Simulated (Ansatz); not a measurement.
All numbers were calculated with Ansatz.

C₃H₅Te, SMILES `C=CC[Te]` radical. Charge 0, multiplicity 2. Te: def2 effective core potential. All single points use the PBE0-D4/def2-TZVP geometry. It is one conformer, not always the lowest.

```xyz
9

C    -0.255   -0.757    1.186
C    -0.317    0.292    0.372
C     0.086    0.263   -1.052
Te    1.993    1.276   -1.197
H    -0.551   -0.683    2.225
H     0.091   -1.725    0.838
H    -0.654    1.252    0.755
H     0.201   -0.748   -1.437
H    -0.594    0.831   -1.690
```

Problem. What is the dipole moment at PBE/def2-TZVPP? (Best estimate.)

Solution. The calculation gave: 1.18 D, with components (-1.08, -0.46, 0.03) D in this frame, pointing from negative to positive charge.

Problem. And with r2SCAN, B3LYP, ωB97M-V? (Estimate.)

Solution. The calculation gave: r2SCAN 1.22 D, B3LYP 1.15 D, ωB97M-V 1.05 D.

Problem. Give the Mulliken charges with PBE, B3LYP, r2SCAN in def2-TZVPP. (An estimate is asked.)

Solution. The calculation gave: 
```
atom    PBE  B3LYP  r2SCAN
  C1  -0.19  -0.22   -0.19
  C2  -0.12  -0.12   -0.10
  C3  -0.24  -0.27   -0.15
 Te4   0.00   0.02   -0.02
  H5   0.10   0.11    0.09
  H6   0.08   0.09    0.07
  H7   0.12   0.13    0.10
  H8   0.12   0.13    0.09
  H9   0.13   0.13    0.11
```

B3LYP here is the variant with VWN-RPA as its local correlation; programs differ in this.
